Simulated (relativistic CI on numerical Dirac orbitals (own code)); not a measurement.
Input to a radial Dirac CI calculation:

```
atom Pt  Z=78  charge=76  electrons=2
nucleus A=195  rms_radius_fm=5.4270
hamiltonian dirac-coulomb  breit=on  qed=on  c_scale=1
orbitals kli  potential=per-configuration
slater_scale 0.9
correlation none
mixing on
configurations
  1s2
  1s 2p
  1p 2p
  1s 1p
end
```

Problem. How did the run end?

Solution. The self-consistent field of one configuration failed: SCF of 1p 2p ended with code -1.
